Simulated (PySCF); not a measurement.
Computed spin Hamiltonian

C6H8N2O (charge -1 and doublet state).
Cartesian coordinates in Å at the GFN2-xTB level; atoms count from 1:
```
atom  x, y, z in Å
C1     3.4950    0.1032   -0.0286
N2     2.4480    0.6270   -0.5729
C3     1.2121    0.4490   -0.0496
C4    -0.0408    0.9341   -0.4645
C5    -0.7695    0.2670    0.6748
C6    -1.7835   -0.8199    0.3192
N7    -3.0075   -0.3135   -0.3135
C8     0.6441   -0.2466    1.0781
O9     1.0015   -0.9657    2.0145
H10    4.4530    0.2843   -0.5022
H11    3.4925   -0.5083    0.8738
H12   -0.3787    1.5820   -1.2521
H13   -1.2195    0.9458    1.4191
H14   -2.0812   -1.3661    1.2212
H15   -1.3291   -1.5294   -0.3780
H16   -3.4139    0.3886    0.3025
H17   -2.7295    0.1807   -1.1585
```

The hyperfine couplings belong to this conformer and change with its torsions.

Identity: `[CH2][N-]C1=C[C@@H](CN)C1=O` [radical] (charge -1).

Computed with UKS B3LYP, pcH-1 on C H N O, non-relativistic, mean-field spin-orbit, GIAO in PySCF 2.14.0. Whether the extra electron is bound in the gas phase wasn't checked; a finite basis holds it in any case. Couplings are sensitive to structure, and on GFN2-xTB geometries they can be far from those on DFT ones, by a factor of two or more for some ions and for spin on atoms past the first row. No stability test was run, so a lower SCF solution isn't excluded.

* g1, g2, g3: 2.00213, 2.00299, 2.00327
* g_iso: 2.00279
* Form of g: rhombic: the two nearest values differ by 24 % of g3 − g1
* ⟨S²⟩: 0.7629 (exact 0.7500)
* Total energy: -418.13894 Eh

Hyperfine couplings atom by atom, in MHz; T1 to T3 are the principal values of the dipolar part; ρ(0) is the spin density at the nucleus:

```csv
atom,isotope,a_iso,T1,T2,T3,Mulliken spin population,ρ(0) (bohr⁻³)
C1,13C,23.6,-24.4,-23.2,47.6,0.31,0.0210
N2,14N,-2.7,-0.5,0.1,0.4,-0.02,-0.0082
C3,13C,-11.8,-8.5,-4.1,12.6,0.01,-0.0105
C4,13C,54.1,-51.5,-50.7,102.2,0.68,0.0482
C5,13C,-18.1,-1.5,-0.1,1.6,-0.06,-0.0161
C6,13C,12.2,-1.1,-0.6,1.7,0.01,0.0109
N7,14N,3.6,-0.1,-0.1,0.2,0.00,0.0110
C8,13C,4.5,-7.2,-5.0,12.1,0.07,0.0040
O9,17O,-4.5,-17.5,8.7,8.8,0.05,0.0074
H10,1H,-20.2,-12.3,0.4,11.8,-0.02,-0.0045
H11,1H,-19.6,-9.7,-0.5,10.2,-0.01,-0.0044
H12,1H,-43.3,-26.2,2.5,23.7,-0.03,-0.0097
H13,1H,12.2,-3.8,-2.0,5.8,0.00,0.0027
H14,1H,2.8,-1.5,-1.0,2.5,0.01,0.0006
H15,1H,-0.7,-2.8,-1.6,4.4,0.00,-0.0002
H16,1H,0.7,-1.1,-1.0,2.2,0.00,0.0001
H17,1H,-0.5,-2.5,-1.7,4.2,0.01,-0.0001
```

The Mulliken spin populations are largest on C4 (+0.68), C1 (+0.31) and C8 (+0.07). The angles at C4 add up to 359.9°, so it is planar; its axial dipolar tensor and the negative coupling of its proton fit spin in a p orbital normal to that plane.

The SMILES `[CH2][N-]C1=C[C@@H](CN)C1=O` draws the unpaired electron on C1, whose computed spin population is only +0.31.

Axes: g2 points within 8° of the C3–C4 bond and g3 points within 12° of the C4–C5 bond.

Under fast tumbling the dipolar parts average out, and these isotropic splittings remain (the largest six): 1 × 1H (H12, I = 1/2, 2 lines) with 1.55 mT, 1 × 1H (H10, I = 1/2, 2 lines) with 0.72 mT, 1 × 1H (H11, I = 1/2, 2 lines) with 0.70 mT, 1 × 1H (H13, I = 1/2, 2 lines) with 0.43 mT, 1 × 14N (N7, I = 1, 3 lines) with 0.13 mT and 1 × 1H (H14, I = 1/2, 2 lines) with 0.10 mT.

H10 and H11 aren't averaged: C1 is flat or nearly so (angle sum 360°), and its turn about the short C1–N2 bond (1.29 Å) is taken as slow.

The 13C coupling of C4 (54.1 MHz) shows only in satellite lines or after enrichment, since that isotope makes up about 1.07 % of natural carbon.

Time: 1.9 min (with the writing of density and orbital grids); peak memory 0.98 GiB. Hardware: an Arm Neoverse V1 with one thread, on a shared host.
